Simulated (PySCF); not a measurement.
ZnCl, SMILES [Cl][Zn+], charge +1. Heavy atoms are numbered as in [Zn+:1][Cl:2].

Coordinates come from a B3LYP-D3(BJ)/def2-TZVP optimisation. The spin state was assumed, not searched.

All values below come from KT2/pcSseg-2 in PySCF.

GIAO shieldings, no solvent; atoms alike by connectivity are averaged. δ = σ(ref) − σ: ³⁵Cl against HCl (σ = 945.0 ppm), references at their B3LYP-D3(BJ)/def2-TZVP geometries, non-relativistic (without spin–orbit terms, shifts of atoms bonded to Cl or Br come out too high).

Computed chemical shifts:
```csv
nucleus,atoms,count,δ (ppm)
³⁵Cl,Cl2,1,499.2
```
